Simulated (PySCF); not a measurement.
# Cost of excited-state runs on cyclopentanemethanol, C₆H₁₂O

Molfile (atoms numbered from 1):
```
C6H12O
     RDKit          3D

 19 19  0  0  0  0  0  0  0  0999 V2000
    2.4853   -1.0985   -0.2107 O   0  0  0  0  0  0  0  0  0  0  0  0
    1.7455    0.0720   -0.4330 C   0  0  0  0  0  0  0  0  0  0  0  0
    0.4316    0.1058    0.3278 C   0  0  0  0  0  0  0  0  0  0  0  0
   -0.4937   -1.0807    0.0413 C   0  0  0  0  0  0  0  0  0  0  0  0
   -1.8654   -0.5670    0.4616 C   0  0  0  0  0  0  0  0  0  0  0  0
   -1.8822    0.8613   -0.0878 C   0  0  0  0  0  0  0  0  0  0  0  0
   -0.4261    1.3580    0.0339 C   0  0  0  0  0  0  0  0  0  0  0  0
    2.6617   -1.1596    0.7340 H   0  0  0  0  0  0  0  0  0  0  0  0
    1.5353    0.1039   -1.5159 H   0  0  0  0  0  0  0  0  0  0  0  0
    2.3354    0.9829   -0.2001 H   0  0  0  0  0  0  0  0  0  0  0  0
    0.6696    0.0935    1.4093 H   0  0  0  0  0  0  0  0  0  0  0  0
   -0.4887   -1.2963   -1.0424 H   0  0  0  0  0  0  0  0  0  0  0  0
   -0.1803   -2.0032    0.5508 H   0  0  0  0  0  0  0  0  0  0  0  0
   -2.6997   -1.1832    0.0933 H   0  0  0  0  0  0  0  0  0  0  0  0
   -1.9348   -0.5529    1.5632 H   0  0  0  0  0  0  0  0  0  0  0  0
   -2.6004    1.5137    0.4310 H   0  0  0  0  0  0  0  0  0  0  0  0
   -2.1854    0.8401   -1.1470 H   0  0  0  0  0  0  0  0  0  0  0  0
   -0.3153    2.1072    0.8322 H   0  0  0  0  0  0  0  0  0  0  0  0
   -0.0966    1.8500   -0.8961 H   0  0  0  0  0  0  0  0  0  0  0  0
  1  2  1  0
  2  3  1  0
  3  4  1  0
  4  5  1  0
  5  6  1  0
  6  7  1  0
  7  3  1  0
  1  8  1  0
  2  9  1  0
  2 10  1  0
  3 11  1  0
  4 12  1  0
  4 13  1  0
  5 14  1  0
  5 15  1  0
  6 16  1  0
  6 17  1  0
  7 18  1  0
  7 19  1  0
M  END
```

PySCF with density fitting, on 1 thread of an Arm Neoverse V2, shared host. Command: `OMP_NUM_THREADS=1 python excited_run.py task.json out`

**Question.** How long does each of these runs take, and how much memory?
- first hyperpolarisability, CAM-B3LYP/aug-cc-pVDZ; usual settings
- excited states, CAM-B3LYP/def2-TZVP; Tamm-Dancoff; spin-orbit couplings; 6 states; 5 triplets; quadratic response for 4 states; IEF-PCM cyclohexane
- excited states, CAM-B3LYP/def2-TZVP; Tamm-Dancoff; spin-orbit couplings; 6 states; 5 triplets; quadratic response for 4 states
- excited states, CAM-B3LYP/aug-cc-pVDZ; two-photon moments; 8 states; quadratic response for 6 states; 0 triplets

**Answer.** 
```csv
run,level,basis functions,wall time,peak memory (GiB)
first hyperpolarisability,CAM-B3LYP/aug-cc-pVDZ,269,75 s,1.1
excited states,CAM-B3LYP/def2-TZVP,289,94 s,1.2
excited states,CAM-B3LYP/def2-TZVP,289,89 s,1.2
excited states,CAM-B3LYP/aug-cc-pVDZ,269,110 s,1.1
```
Times from a shared host are rough.
